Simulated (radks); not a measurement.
Task: Ti4+, configuration [Ar]. Method: scalar-relativistic Kohn-Sham, LDA (Slater exchange, Perdew-Zunger correlation), spin-polarised, spherical densities, finite nucleus; Fermi nuclear charge, rms radius 3.5921 fm; computed with a radial shooting solver on a logarithmic mesh with Libxc functionals. Some entries of the table are withheld. Estimate them.

orbital,occ.,eigenvalue (eV),<r^2> (bohr^2)
1s,2,-4910.294,0.006540
2s,2,(1),0.1255
2p,6,(2),0.1040
3s,2,-113.6216,1.094
3p,6,(3),1.229
3d,0,-52.5267,1.583
4s,0,-37.0048,6.318

Result: 
(1) 2s eigenvalue (eV): -591.2414
(2) 2p eigenvalue (eV): -499.6204
(3) 3p eigenvalue (eV): -89.4100
